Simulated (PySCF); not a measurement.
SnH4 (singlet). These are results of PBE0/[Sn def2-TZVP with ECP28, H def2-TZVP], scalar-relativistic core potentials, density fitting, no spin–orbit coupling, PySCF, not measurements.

Harmonic bands of its minimum:

| ω (cm⁻¹) | IR (km/mol, summed over degenerate members) | degeneracy |
| --- | --- | --- |
| 685 | 441 | 3 |
| 755 | 0.0 | 2 |
| 1961 | 0.0 | 1 |
| 1962 | 522 | 3 |

Question: The central atom is Sn. Infer the point group and assign the bands.

Answer: Td. The modes span 2t2 + e + a1: 685 t2, 755 e, 1961 a1, 1962 t2. The computed geometry has Sn–H 1.704 Å (×4); H–Sn–H 109.5° (×6).
